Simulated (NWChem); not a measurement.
System: TiSClF; SMILES [F][Ti](=[S])[Cl]

```xyz
4

Ti    -0.3164    -0.0980     0.2609
S      0.9986    -1.6485    -0.1118
F     -1.9615    -0.4579    -0.2462
Cl     0.5080     1.9207    -0.1021
```
Atoms are numbered in this order, from 1.

Program: NWChem. Geometry: optimised at PBE-D3(BJ)/def2-SVP.

Question: Taking PBE0/pcseg-2 as the yardstick, which of these has the fewest basis functions while keeping “highest occupied level (eV)” within 0.1 eV of it: PBE0/STO-3G; PBE0/def2-SVP; PBE0/aug-pcseg-1; PBE0/pcseg-1?

Answer: PBE0/aug-pcseg-1.
```json
[
 {"level": "PBE0/STO-3G", "basis functions": "41", "highest occupied level (eV)": "-3.92"},
 {"level": "PBE0/pcseg-1", "basis functions": "81", "highest occupied level (eV)": "-8.09"},
 {"level": "PBE0/def2-SVP", "basis functions": "81", "highest occupied level (eV)": "-7.74"},
 {"level": "PBE0/aug-pcseg-1", "basis functions": "124", "highest occupied level (eV)": "-7.98"},
 {"level": "PBE0/pcseg-2", "basis functions": "154", "highest occupied level (eV)": "-7.91"}
]
```

The yardstick is one finite set, not the basis-set limit.
